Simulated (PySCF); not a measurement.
PySCF input file for AlH6NO2Si, SMILES N[SiH2][Al]([OH])[OH], PBE0/pcSseg-1. Coordinates come from a B3LYP-D3(BJ)/def2-SVP optimisation. The structure was generated by enumeration; whether it is a known compound was not checked. Other conformers were not sampled.

```python
import numpy as np
from pyscf import gto, scf, dft
from pyscf.prop.nmr import rks as nmr

mol = gto.M(
    atom='''
    Si   -1.29298809   -0.76320960    0.41623751
    N    -2.34615963    0.62084752    0.24738426
    Al    0.92225084    0.05185453   -0.14409188
    O     2.32795766   -0.71336069    0.44233363
    O     0.94115340    1.42330143   -1.16340541
    H    -1.37896980   -1.25317066    1.82726199
    H    -1.65263925   -1.96142314   -0.42520304
    H    -3.34433490    0.52550554    0.41548239
    H    -2.17759883    1.24737174   -0.53475833
    H     3.25524030   -0.50613440    0.30303114
    H     1.68110357    1.93321770   -1.50306062
    ''',
    basis='pcSseg-1',
    charge=0,
    spin=0,
    max_memory=1600,
    verbose=3,
)
mf = dft.RKS(mol, xc='pbe0')
mf.grids.level = 3
mf.conv_tol = 1e-10
mf.max_cycle = 100
mf.kernel()
n = nmr.NMR(mf)
n.verbose = 2
n.max_cycle_cphf = 60
sigma = n.kernel()
print('atom   isotropic/ppm   span/ppm')
for i, s in enumerate(sigma):
    w = np.linalg.eigvalsh((s + s.T) / 2)
    print(f'{mol.atom_symbol(i):2s}{i + 1:3d} {w.mean():14.3f} {w[2] - w[0]:11.3f}')
```

Program output:

```
converged SCF energy = -740.363931636933
atom   isotropic/ppm   span/ppm
Si  1        419.860     149.646
N   2        269.438      81.496
Al  3        437.706     108.736
O   4        285.829     123.890
O   5        284.682     127.082
H   6         26.630       7.349
H   7         26.536       9.103
H   8         31.564      20.709
H   9         31.291      19.114
H  10         29.275      22.015
H  11         29.348      22.003
```

Self-consistency was reached.

Cost: around 28 core-seconds (rough).
